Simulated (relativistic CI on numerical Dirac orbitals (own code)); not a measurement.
Ru²⁺ (4d6) in a crystal field

Calculated by Dirac-Coulomb-Breit CI, orbitals from a KLI potential per configuration, model QED (radiative potential, 1s self-energy scaled to tabulated hydrogen-like ionisation energies), valence Slater integrals scaled by 0.7, one configuration in a parametric crystal field (own radial code).

Field parameters in Wybourne normalisation: Td as Oh with Dq negative (B⁴₀ = 21Dq, B⁴₄ = √(5/14) B⁴₀). The field is a parameter set, without covalency.

S is read from ⟨S²⟩ = S(S + 1).

Levels (cm⁻¹, degeneracy): 0 (1), 75 (3), 134 (2), 271 (3), 422 (1), 5502 (3), 6073 (2), 6098 (3), 6746 (3), 6821 (3), 6853 (1), 7725 (3).

(1) Which field gives this pattern?
A. Td, 10Dq = -6000 cm⁻¹
B. Td, 10Dq = -15850 cm⁻¹
C. Td, 10Dq = -8600 cm⁻¹

Results:

(1) A. Td, 10Dq = -6000 cm⁻¹, ground level with S = 1.98.
